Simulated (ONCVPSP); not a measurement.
## What one change does to a pseudopotential (Ti (Z = 22), ONCV)

titanium, optimised norm-conserving Vanderbilt (ONCV), made with ONCVPSP 4.0.1 (PBEsol, scalar-relativistic). Core [Ar], reference 3d2 4s1.5 (charge +0.5). Waves: 4s: rc 2.55 bohr, ncon 4, nbas 9, qcut 2.1 1/bohr, 2 projectors, debl 3.1 Ha; p scattering state at 0.13 Ha: rc 2.20 bohr, ncon 4, nbas 8, qcut 4.1 1/bohr, local; 3d: rc 2.40 bohr, ncon 5, nbas 9, qcut 7.1 1/bohr, 2 projectors, debl 2.6 Ha. Local part: the p channel. Core correction: polynomial model core, fcfact 0.45.

Change: core correction none.

Cutoffs: the cutoffs (Ha) at which the residual kinetic energy of the hardest occupied pseudo-wave falls to 1 and 0.1 mHa per electron; they do not see the model core or the augmentation charge, which bear on the density cutoff. Errors are all-electron minus pseudo energies relative to the spin-unpolarised reference configuration.

Task: Predict the effect on cutoff, ghosts and configuration errors.

Result: The potential gets neither clearly harder nor softer (19 Ha and 22 Ha → 19 Ha and 22 Ha); of the 4 tests that both files solve, the error grows in 3 and shrinks in 1 by more than 15 % and 0.3 meV (median size 11.7 → 37.6 meV); neither file shows a bound ghost.

```tsv
quantity	base	changed
cutoff, loose	19 Ha	19 Ha
cutoff, tight	22 Ha	22 Ha
bound ghosts	none	none
GHOST(+) flags under 300 eV	s at 91.9 eV	s at 91.9 eV
error for 3d2 4s2, meV [ΔE -2.94 eV]	-0.2	-0.6
error for 3d2 4s1, meV [ΔE 4.42 eV]	-1.3	-0.5
error for 3d2 4s0, meV [ΔE 17.89 eV]	-22	+94
error for 3d2 4s0 4p2, meV [ΔE 3.36 eV]	+55	+75
s: phases at 2.58 bohr within 0.05 rad from the reference energy up to (Ha; the scan ends near 5)	3.0	3.0
p: phases at 2.24 bohr within 0.05 rad from the reference energy up to (Ha; the scan ends near 5)	0.4	0.4
d: phases at 2.43 bohr within 0.05 rad from the reference energy up to (Ha; the scan ends near 5)	0.3	0.3
```
